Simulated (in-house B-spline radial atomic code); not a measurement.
The numbers below are computed, except where a source is named.
## C6 from the polarisability at imaginary frequency: Cs II (Cs+)

wB97X linear response of the closed shell [Kr] 4d10 5s2 5p6, from a B-spline radial code for spherical atoms; scalar-relativistic (spin-free one-electron X2C), finite nucleus, no spin-orbit coupling; shells from n = 3 respond.

The dispersion coefficient of two like species is C6 = (3/π) ∫ α(iu)² du from 0 to ∞.

| u (hartree) | α(iu) (bohr³) |
| --- | --- |
| 0 | 16.18 |
| 0.0849 | 15.92 |
| 0.198 | 14.86 |
| 0.339 | 12.89 |
| 0.566 | 9.639 |
| 0.849 | 6.661 |
| 1.27 | 4.148 |
| 1.98 | 2.295 |
| 2.83 | 1.397 |
| 4.24 | 0.7809 |
| 7.07 | 0.3559 |
| 14.1 | 0.1147 |

Problem. Fit one oscillator, α(iu) = α(0)/(1 + u²/ω²), through u = 0.849 and estimate C6.

Solution. From α(0)/α(iu) − 1 = 16.18/6.661 − 1 = 1.4291, ω = u/√1.4291 = 0.7102 hartree (19.3 eV). London's formula gives C6 = (3/4) α(0)² ω = 0.75 × 16.18² × 0.7102 = 139.4 hartree·bohr⁶, and the oscillator holds f = α(0) ω² = 8.16 electrons, of a sum of oscillator strengths of 47.5.

Problem. How does that compare with the full integral?

Solution. The program's quadrature over all excitations gives C6 = 141.2, so the single oscillator is off by -1.3 %. At the last point the fit gives α = 0.0409 against 0.115: higher excitations, and deeper shells where there are any, keep the true curve higher at large u.
